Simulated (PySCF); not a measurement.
B₃H₂O₃, SMILES O1BOBO[B]1 (connectivity only; charge and spin as stated), charge +1, multiplicity 1.

The structure is a stationary point at PBE0-D3(BJ)/def2-SVP. The multiplicity is an assumed one; other spin states were not compared. The isomer is the one that the SMILES or the coordinates give; other isomers of the formula were not compared.

All values below come from M06-2X/def2-TZVP run with PySCF.

Symmetry labels are those of the subgroup C2v that the program uses (full group C2v).

Computed valence orbital energies around the gap with their symmetry:
```
orbital  symmetry  energy (eV)
-------  --------  -----------
HOMO−7         A1       -23.36
HOMO−6         B1       -22.04
HOMO−5         B2       -20.29
HOMO−4         A1       -19.55
HOMO−3         A2       -19.52
HOMO−2         B1       -19.26
HOMO−1         B2       -18.12
HOMO           A1       -17.87
LUMO           A1        -7.43
LUMO+1         A2        -5.82
LUMO+2         B1        -5.12
LUMO+3         B1        -3.84
```
